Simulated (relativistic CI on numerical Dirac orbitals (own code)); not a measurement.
# Sensitivity of the levels of Tl V to α and to the nuclear radius

These numbers are calculated, not measured: Dirac-Coulomb-Breit CI, KLI orbitals optimised for each configuration, valence Slater integrals scaled by 0.85, P86 correlation energy added to each configuration, derivatives by finite differences, QED left out (own radial code, finite nucleus).

CI space (outside the closed core [Kr] 4d10 4f14 5s2): 5p6 5d9, 5p6 5d8 6s, 5p6 5d8 5f, 5p6 5d8 6p, 5p6 5d7 6s2, 5p6 5d8 6d, 5p5 5d10, 5p6 5d7 6s 6p. Levels of other configurations are missing.

With x = (α/α₀)² − 1 an excitation energy changes as ω = ω₀ + qx; K = 2q/ω₀ is the relative enhancement. Terms are leading LS components, so labels can repeat. The field-shift factor is F = δν/δ⟨r²⟩ for the transition from the lowest level.

Lowest level 5p6 5d9 2D_5/2.

```
            Level  ω₀ (cm⁻¹)  q (cm⁻¹)       K  F (GHz/fm²)
   5p6 5d9 2D_3/2    17868.0     16580    1.86         2.32
5p6 5d8 6s 4F_9/2   100340.6    -77910   -1.55          145
5p6 5d8 6s 4F_7/2   107215.2    -73730   -1.38          141
5p6 5d8 6s 2D_5/2   111675.2    -76990   -1.38          143
5p6 5d8 6s 2D_3/2   113576.0    -74410   -1.31          142
5p6 5d8 6s 4F_5/2   120467.5    -60930   -1.01          146
5p6 5d8 6s 2F_7/2   121859.7    -61070      -1          140
5p6 5d8 6s 4P_1/2   126009.4    -71490   -1.13          145
5p6 5d8 6s 4P_3/2   128094.6    -60460  -0.944          147
5p6 5d8 6s 2F_5/2   130267.9    -58940  -0.905          141
5p6 5d8 6s 2P_3/2   134157.9    -58680  -0.875          144
5p6 5d8 6s 2G_9/2   136671.8    -61610  -0.902          144
5p6 5d8 6s 2G_7/2   137606.0    -60250  -0.876          143
```

At this charge configurations can still be misplaced by up to about 7 % of their energy. Levels and lines within the n = 5 or 6 shells can be off by up to 10 % or somewhat more, and those that change n by about 2 %, since core polarisation is missing.
